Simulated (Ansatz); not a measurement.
Reaction (ligand exchange at the Si–Cl bond): `F[Si](Cl)(Cl)Cl` + HI → `F[Si](Cl)(Cl)I` + HCl

Isolated molecules relaxed with PBE0-D4/def2-TZVP in Ansatz; ΔE leaves out vibrations. CCSD(T)/CBS adds triple-zeta CCSD(T) − MP2 to the extrapolated MP2 energy (def2 sets, frozen cores). This one scheme is used for every species. Functionals use def2-TZVPP. def2 core potentials past Kr. For I outer-core shells are correlated without core-valence functions, which leaves a few kJ/mol of doubt a bond.

(1) Is it downhill or uphill in electronic energy at CCSD(T)/CBS, and by how much? (Best estimate.)

(2) What do these levels give: BLYP-D4, BHLYP-D4, r2SCANh, CCSD/def2-SVP, CCSD/def2-TZVPP, MP2/def2-QZVPP? (Estimate.)

(3) What do rigid-rotor, harmonic-oscillator terms from PBE0-D4/def2-TZVP frequencies (298.15 K, 1 bar) make of the CCSD(T)/CBS value? (Best estimate.)

Largest T1 diagnostic among the species: 0.010.

Results:

(1) Ansatz gave: Uphill: ΔE = +15.8 kJ/mol.

(2) Computed: BLYP-D4 18.4, BHLYP-D4 20.0, r2SCANh 21.8, CCSD/def2-SVP 29.6, CCSD/def2-TZVPP 24.1, MP2/def2-QZVPP 12.8 kJ/mol.

(3) Computed: ΔZPE = +1.7 kJ/mol, ΔH = +18.5 kJ/mol, ΔS = 11 J/(mol·K), ΔG = +15.4 kJ/mol.

The D4 term adds −4.6 kJ/mol with B3LYP and −2.5 kJ/mol with PBE0; it sums over pairs of atoms, weighted by their polarisabilities, and B3LYP, whose exchange is more repulsive, gets the larger term. Leaving LDA and LC-ωPBE aside and taking each functional with its dispersion term where it has one, the values, not all of them listed here, spread over 13.6 kJ/mol, from PBE-D4 to B97M-V. From BLYP to BHLYP (50 % exact exchange), in def2-TZVPP and without D4, ΔE moves by +3.3 kJ/mol.

B3LYP here is the variant with VWN-RPA as its local correlation; programs differ in this.
